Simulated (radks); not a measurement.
Initial-state core-level shifts of the cerium ion Ce+ when its valence configuration changes from [Xe] 4f1 5d2. Calculated with a radial shooting solver on a logarithmic mesh with Libxc functionals: scalar-relativistic Kohn-Sham, SCAN, spin-unpolarised, spherical densities, finite nucleus; meta-GGA in the generalised Kohn-Sham scheme; Fermi nuclear charge, rms radius 4.8771 fm. Shifts are changes of the shell-averaged eigenvalues in eV (positive: less bound); the change of the density at the nucleus, which sets a Mossbauer isomer shift, is in e/bohr^3, on a base of 3.975e+05.

| valence | 2s | 3p | 3d | 4p | density at nucleus |
|---|---|---|---|---|---|
| 4f3 | +8.931 | +10.394 | +10.256 | +9.472 | -26.20 |
| 5d3 | -7.890 | -9.153 | -9.040 | -8.001 | +23.13 |
| 4f2 5d1 | +6.234 | +7.178 | +7.090 | +6.509 | -17.50 |
| 5d2 6s1 | -10.443 | -11.672 | -11.572 | -10.479 | +50.52 |
| 4f1 5d1 6p1 | -3.344 | -3.308 | -3.318 | -3.294 | +3.30 |
| 4f2 6s1 | +4.484 | +5.499 | +5.399 | +4.805 | +2.53 |
| 4f1 5d1 6s1 | -2.259 | -2.220 | -2.231 | -2.205 | +23.88 |
| 5d1 6s1 6p1 | -14.236 | -15.429 | -15.342 | -14.169 | +56.85 |
| 4f0.5 5d2 6p0.5 | -5.527 | -6.112 | -6.064 | -5.585 | +12.70 |
